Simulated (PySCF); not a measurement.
## Basis and Hamiltonian dependence of the excitation energy of Hf

Hf [Xe] 4f14 5d2 6s2 (3F) → Hf [Xe] 4f14 5d2 6s1 7s1 (5F). All values are computed (PySCF 2.14, energy differences of UHF-based or UKS calculations, no spin-orbit coupling). Values in eV.

```tsv
basis	Hamiltonian	functions	UHF	PBE	PBE0	MP2 (valence)	CCSD(T) (valence)	CCSD(T) (valence and next inner shell)
aug-cc-pVDZ-PP with ECP60MDF	ECP	54	3.466	n/a	n/a	4.335	4.640	n/a
aug-cc-pwCVDZ-PP with ECP60MDF	ECP	70	3.437	4.493	4.377	4.315	4.604	4.742
def2-QZVPPD with the def2 core potential (60 electrons)	ECP	84	4.017	4.853	4.775	4.889	5.107	5.236
ANO-RCC-VTZP	spin-free X2C	104	3.728	4.768	4.634	4.539	4.910	5.003
```

Frozen in the all-electron rows: valence and next inner shell: [Kr] 4d10 4f14; valence: [Xe] 4f14; with a core potential, the same shells as far as they lie outside it.
